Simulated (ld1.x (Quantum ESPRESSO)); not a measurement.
## Mo: PAW pseudisation with LDA (PZ), scalar-relativistic reference atom.

Input for ld1.x (Quantum ESPRESSO) 7.5:

```
&input
   title='Mo', zed=42., rel=1, dft='PZ', iswitch=3,
   config='[Kr] 4d5.5 5s0.5 5p0',
   nld=3, rlderiv=4.50, eminld=-2.0, emaxld=5.0, deld=0.02
 /
 &inputp
   pseudotype=3, lpaw=.true., tm=.true., lloc=-2, rcloc=4.05,
   nlcc=.true., rcore=1.10,
   which_augfun='PSQ', rmatch_augfun_nc=.true.,
   file_pseudopw='Mo.UPF', file_wfcaegen='ae.wfc', file_wfcncgen='nc.wfc', file_beta='beta', file_chi='chi', file_wfcusgen='us.wfc'
 /
6
5S  1  0   0.50   0.00  2.60  3.20  0.0
5S  1  0   0.00   0.65  2.60  3.20  0.0
5P  2  1   0.00   0.00  3.65  4.15  0.0
5P  2  1   0.00   0.25  3.65  4.15  0.0
4D  3  2   5.50   0.00  1.50  1.70  0.0
4D  3  2   0.00   4.75  1.50  1.70  0.0
 &test
   configts(1)='4d5.5 5s0.5 5p0'
 /
```

Command:

```bash
ld1.x < Mo.in > Mo.out
```

Output (shortened: banner, matrices, multipoles, cross overlaps and the repeated all-electron block are left out):

```
Program LD1 v.7.5
     --------------------------- All-electron run ----------------------------

     Mo
     scalar relativistic calculation

     atomic number is 42.00
     dft =PZ   lsd =0 sic =0 latt =0  beta=0.20 tr2=1.0E-14
     Exchange-correlation= PZ
                           (   1   1   0   0   0   0   0)
     mesh =1229 r(mesh) = 100.71859 a.u. xmin = -7.00 dx = 0.01250
     1 Ry =  13.60569312 eV, c = 137.03599908

     n l     nl                  e(Ry)          e(Ha)          e(eV)
     1 0     1S 1( 2.00)     -1454.8382      -727.4191    -19794.0824
     2 0     2S 1( 2.00)      -205.4485      -102.7243     -2795.2696
     2 1     2P 1( 6.00)      -183.7976       -91.8988     -2500.6931
     3 0     3S 1( 2.00)       -34.8560       -17.4280      -474.2406
     3 1     3P 1( 6.00)       -27.7613       -13.8806      -377.7117
     4 0     4S 1( 2.00)        -4.6521        -2.3261       -63.2955
     4 1     4P 1( 6.00)        -2.7571        -1.3786       -37.5126
     3 2     3D 1(10.00)       -16.1786        -8.0893      -220.1205
     4 2     4D 1( 5.50)        -0.2328        -0.1164        -3.1667
     5 0     5S 1( 0.50)        -0.2942        -0.1471        -4.0025
     5 1     5P 1( 0.00)        -0.0735        -0.0368        -1.0001

     final scf error:  6.1E-15 reached in  29 iterations

     Etot =   -8088.812929 Ry,   -4044.406465 Ha, -110053.906447 eV

     Ekin =    8337.805805 Ry,    4168.902903 Ha,  113441.627103 eV
     Encl =  -19505.874902 Ry,   -9752.937451 Ha, -265390.948015 eV
     Eh   =    3317.775273 Ry,    1658.887637 Ha,   45140.632217 eV
     Exc  =    -238.519105 Ry,    -119.259553 Ha,   -3245.217752 eV

     normalization and overlap integrals

     s(1S/1S) =  1.000000  <r> =   0.0352  <r2> =    0.0017  r(max) =   0.0229
     s(2S/2S) =  1.000000  <r> =   0.1539  <r2> =    0.0279  r(max) =   0.1303
     s(2P/2P) =  1.000000  <r> =   0.1340  <r2> =    0.0219  r(max) =   0.1041
     s(3S/3S) =  1.000000  <r> =   0.4297  <r2> =    0.2116  r(max) =   0.3819
     s(3P/3P) =  1.000000  <r> =   0.4312  <r2> =    0.2165  r(max) =   0.3771
     s(4S/4S) =  1.000000  <r> =   1.1074  <r2> =    1.3927  r(max) =   0.9874
     s(4P/4P) =  1.000000  <r> =   1.2401  <r2> =    1.7697  r(max) =   1.0643
     s(3D/3D) =  1.000000  <r> =   0.4156  <r2> =    0.2078  r(max) =   0.3206
     s(4D/4D) =  1.000000  <r> =   2.0809  <r2> =    5.5630  r(max) =   1.4012
     s(5S/5S) =  1.000000  <r> =   3.6241  <r2> =   15.1489  r(max) =   2.9663
     s(5P/5P) =  1.000000  <r> =   5.3806  <r2> =   34.3352  r(max) =   4.1572

     ------------------------ End of All-electron run ------------------------

     --------------------- Generating PAW atomic setup --------------------

      Generating local potential from pseudized AE potential:
      Matching radius rcloc =   4.0500
      Enforcing V''(0)=0 (lloc=-2)

      Local pseudo, rcloc= 4.004 Estimated cut-off energy=     1.95 Ry

      Computing core charge for nlcc:

       r > 1.10 : true rho core
       r < 1.10 : rho core = a sin(br)/r    a=  10.59  b=   2.06

      Integrated core pseudo-charge :  10.09
      Wfc-us  5S rcutus= 3.197  Estimated cut-off energy=     4.45 Ry
      Wfc-us  5S rcutus= 3.197  Estimated cut-off energy=     6.60 Ry
      Wfc-us  5P rcutus= 4.106  Estimated cut-off energy=     4.43 Ry
      Wfc-us  5P rcutus= 4.106  Estimated cut-off energy=     5.12 Ry
      Wfc-us  4D rcutus= 1.711  Estimated cut-off energy=    38.51 Ry
      Wfc-us  4D rcutus= 1.711  Estimated cut-off energy=    69.10 Ry

     Required augmentation: PSQ   radius:    4.150000

     Q pseudized with Bessel functions
     Expected ecutrho=     204.1047 due to l1=  2   l2=  2

     Estimated PAW energy = -247.693489 Ryd

     ------------------- End of pseudopotential generation -------------------

     Computing logarithmic derivative in   4.50911
     Computing logarithmic derivative in   4.50911
     Computing the partial wave expansion
     R is outside the sphere for l=    0 j= 0.00
     R is outside the sphere for l=    0 j= 0.00
     R is outside the sphere for l=    1 j= 0.00
     R is outside the sphere for l=    1 j= 0.00
     R is outside the sphere for l=    2 j= 0.00
     R is outside the sphere for l=    2 j= 0.00

     ---------------------- Testing the pseudopotential ----------------------

     Mo
     scalar relativistic calculation

     atomic number is 42.00   valence charge is  6.00
     dft = SLA  PZ   NOGX NOGC   lsd =0 sic =0 latt =0  beta=0.20 tr2=1.0E-14
     mesh =1229 r(mesh) = 100.71859 xmin = -7.00 dx = 0.01250

     n l     nl             e AE (Ry)        e PS (Ry)    De AE-PS (Ry)
     3 2     4D   1( 5.50)       -0.23275       -0.23275        0.00000
     1 0     5S   1( 0.50)       -0.29418       -0.29418        0.00000
     2 1     5P   1( 0.00)       -0.07351       -0.07351        0.00000

     eps = 3.6E-15  iter =  3

     Etot =   -8088.812929 Ry,   -4044.406465 Ha, -110053.906447 eV
     Etotps =  -247.693489 Ry,    -123.846745 Ha,   -3370.041604 eV

     Ekin =      42.285693 Ry,      21.142846 Ha,     575.326161 eV
     Encl =     -66.646947 Ry,     -33.323474 Ha,    -906.777912 eV
     Ehrt =      15.186870 Ry,       7.593435 Ha,     206.627893 eV
     Ecxc =    -238.519105 Ry,    -119.259552 Ha,   -3245.217746 eV
     (Ecc =     -13.502743 Ry,      -6.751372 Ha,    -183.714182 eV)

     ---------------------- End of pseudopotential test ----------------------
```

Generation and configuration tests took about 2.9 s on one core of a shared server CPU.

Transferability test of the new file with ld1.x, input:

```
&input
   title='Mo', zed=42., rel=1, dft='PZ', iswitch=2,
   config='[Kr] 4d5.5 5s0.5 5p0'
 /
 &test
   file_pseudo='Mo.UPF', nconf=10,
   configts(1)='4d5.5 5s0.5 5p0',
   configts(2)='4d5 5s1 5p0',
   configts(3)='4d5 5s0 5p0',
   configts(4)='4d4 5s0 5p0',
   configts(5)='4d5 5s0.5 5p0',
   configts(6)='4d3 5s0 5p0',
   configts(7)='4d4 5s2 5p0',
   configts(8)='4d4 5s1 5p1',
   configts(9)='4d5.5 5s0.5 5p0', lsdts(9)=1,
   configts(10)='4d5 5s1 5p0', lsdts(10)=1
 /
```

```bash
ld1.x < Mo.test.in > Mo.test.out
```

Pseudopotential blocks of its output, shortened (energy terms left out; the distinct warnings before each block abridged to one line each):

```
     ---------------------- Testing the pseudopotential ----------------------

     n l     nl             e AE (Ry)        e PS (Ry)    De AE-PS (Ry)
     3 2     4D   1( 5.50)       -0.23275       -0.23275        0.00000
     1 0     5S   1( 0.50)       -0.29418       -0.29418        0.00000
     2 1     5P   1( 0.00)       -0.07351       -0.07351        0.00000

     eps = 3.6E-15  iter =  3

     Etot =   -8088.812929 Ry,   -4044.406465 Ha, -110053.906447 eV
     Etotps =  -247.693489 Ry,    -123.846745 Ha,   -3370.041604 eV

     ---------------------- End of pseudopotential test ----------------------

          ---------------------- Testing the pseudopotential ----------------------

     n l     nl             e AE (Ry)        e PS (Ry)    De AE-PS (Ry)
     3 2     4D   1( 5.00)       -0.28925       -0.29167        0.00242
     1 0     5S   1( 1.00)       -0.31821       -0.31807       -0.00013
     2 1     5P   1( 0.00)       -0.08560       -0.08534       -0.00026

     eps = 7.0E-16  iter =  9

     Etot =   -8088.835692 Ry,   -4044.417846 Ha, -110054.216145 eV
     Etotps =  -247.715717 Ry,    -123.857858 Ha,   -3370.344023 eV
     dEtot_ae =      -0.022762 Ry
     dEtot_ps =      -0.022227 Ry,   Delta E=      -0.000535 Ry

     ---------------------- End of pseudopotential test ----------------------

          ---------------------- Testing the pseudopotential ----------------------

     n l     nl             e AE (Ry)        e PS (Ry)    De AE-PS (Ry)
     3 2     4D   1( 5.00)       -0.78364       -0.78805        0.00441
     1 0     5S   1( 0.00)       -0.74605       -0.74743        0.00137
     2 1     5P   1( 0.00)       -0.44623       -0.44703        0.00080

     eps = 7.8E-16  iter = 10

     Etot =   -8088.307543 Ry,   -4044.153771 Ha, -110047.030311 eV
     Etotps =  -247.186949 Ry,    -123.593475 Ha,   -3363.149775 eV
     dEtot_ae =       0.505387 Ry
     dEtot_ps =       0.506540 Ry,   Delta E=      -0.001153 Ry

     ---------------------- End of pseudopotential test ----------------------

          Warning: n=3, l=2 expected 0 nodes, found 1
     ---------------------- Testing the pseudopotential ----------------------

     n l     nl             e AE (Ry)        e PS (Ry)    De AE-PS (Ry)
     3 2     4D   1( 4.00)       -1.54772       -1.57092        0.02321  !
     1 0     5S   1( 0.00)       -1.32339       -1.33103        0.00764  !
     2 1     5P   1( 0.00)       -0.94261       -0.94958        0.00697  !

     eps = 1.6E-15  iter =  7

     Etot =   -8087.153415 Ry,   -4043.576708 Ha, -110031.327610 eV
     Etotps =  -246.020261 Ry,    -123.010131 Ha,   -3347.276176 eV
     dEtot_ae =       1.659514 Ry
     dEtot_ps =       1.673228 Ry,   Delta E=      -0.013714 Ry

     ---------------------- End of pseudopotential test ----------------------

          ---------------------- Testing the pseudopotential ----------------------

     n l     nl             e AE (Ry)        e PS (Ry)    De AE-PS (Ry)
     3 2     4D   1( 5.00)       -0.52650       -0.52967        0.00317
     1 0     5S   1( 0.50)       -0.52629       -0.52676        0.00047
     2 1     5P   1( 0.00)       -0.25914       -0.25925        0.00011

     eps = 6.8E-18  iter = 10

     Etot =   -8088.625224 Ry,   -4044.312612 Ha, -110051.352582 eV
     Etotps =  -247.505131 Ry,    -123.752565 Ha,   -3367.478857 eV
     dEtot_ae =       0.187706 Ry
     dEtot_ps =       0.188358 Ry,   Delta E=      -0.000653 Ry

     ---------------------- End of pseudopotential test ----------------------

          ---------------------- Testing the pseudopotential ----------------------

     n l     nl             e AE (Ry)        e PS (Ry)    De AE-PS (Ry)
     3 2     4D   1( 3.00)       -2.43358       -2.49261        0.05903  !
     1 0     5S   1( 0.00)       -1.97954       -2.00115        0.02162  !
     2 1     5P   1( 0.00)       -1.52382       -1.55320        0.02938  !

     eps = 1.9E-16  iter =  7

     Etot =   -8085.171789 Ry,   -4042.585894 Ha, -110004.366206 eV
     Etotps =  -243.999039 Ry,    -121.999520 Ha,   -3319.776052 eV
     dEtot_ae =       3.641141 Ry
     dEtot_ps =       3.694450 Ry,   Delta E=      -0.053309 Ry

     ---------------------- End of pseudopotential test ----------------------

          ---------------------- Testing the pseudopotential ----------------------

     n l     nl             e AE (Ry)        e PS (Ry)    De AE-PS (Ry)
     3 2     4D   1( 4.00)       -0.42621       -0.43742        0.01121  !
     1 0     5S   1( 2.00)       -0.37345       -0.37404        0.00059
     2 1     5P   1( 0.00)       -0.11384       -0.11379       -0.00006

     eps = 1.3E-15  iter = 10

     Etot =   -8088.825501 Ry,   -4044.412751 Ha, -110054.077496 eV
     Etotps =  -247.699423 Ry,    -123.849712 Ha,   -3370.122342 eV
     dEtot_ae =      -0.012572 Ry
     dEtot_ps =      -0.005934 Ry,   Delta E=      -0.006638 Ry

     ---------------------- End of pseudopotential test ----------------------

          ---------------------- Testing the pseudopotential ----------------------

     n l     nl             e AE (Ry)        e PS (Ry)    De AE-PS (Ry)
     3 2     4D   1( 4.00)       -0.51885       -0.53079        0.01195  !
     1 0     5S   1( 1.00)       -0.43704       -0.43797        0.00093
     2 1     5P   1( 1.00)       -0.16366       -0.16399        0.00033

     eps = 9.4E-15  iter = 10

     Etot =   -8088.559369 Ry,   -4044.279684 Ha, -110050.456579 eV
     Etotps =  -247.432629 Ry,    -123.716314 Ha,   -3366.492416 eV
     dEtot_ae =       0.253561 Ry
     dEtot_ps =       0.260860 Ry,   Delta E=      -0.007300 Ry

     ---------------------- End of pseudopotential test ----------------------

          ---------------------- Testing the pseudopotential ----------------------

     n l     nl             e AE (Ry)        e PS (Ry)    De AE-PS (Ry)
     3 2     4D   1( 5.00)       -0.28163       -0.28158       -0.00005
     1 0     5S   1( 0.50)       -0.32639       -0.32641        0.00002
     2 1     5P   1( 0.00)       -0.08877       -0.08881        0.00004
     3 2     4D   2( 0.50)       -0.11131       -0.11198        0.00067
     1 0     5S   2( 0.00)       -0.21401       -0.21413        0.00012
     2 1     5P   2( 0.00)       -0.03461       -0.03455       -0.00006

     eps = 3.8E-16  iter = 10

     Etot =   -8089.013548 Ry,   -4044.506774 Ha, -110056.636003 eV
     Etotps =  -247.893361 Ry,    -123.946681 Ha,   -3372.760999 eV
     dEtot_ae =      -0.200619 Ry
     dEtot_ps =      -0.199872 Ry,   Delta E=      -0.000747 Ry

     ---------------------- End of pseudopotential test ----------------------

          ---------------------- Testing the pseudopotential ----------------------

     n l     nl             e AE (Ry)        e PS (Ry)    De AE-PS (Ry)
     3 2     4D   1( 5.00)       -0.34200       -0.34482        0.00282
     1 0     5S   1( 1.00)       -0.35557       -0.35541       -0.00016
     2 1     5P   1( 0.00)       -0.10433       -0.10408       -0.00025
     3 2     4D   2( 0.00)       -0.12641       -0.13073        0.00432
     1 0     5S   2( 0.00)       -0.19007       -0.19134        0.00128
     2 1     5P   2( 0.00)       -0.01706       -0.01727        0.00020

     eps = 7.0E-16  iter =  9

     Etot =   -8089.124077 Ry,   -4044.562038 Ha, -110058.139824 eV
     Etotps =  -248.002805 Ry,    -124.001402 Ha,   -3374.250054 eV
     dEtot_ae =      -0.311148 Ry
     dEtot_ps =      -0.309315 Ry,   Delta E=      -0.001832 Ry

     ---------------------- End of pseudopotential test ----------------------
```
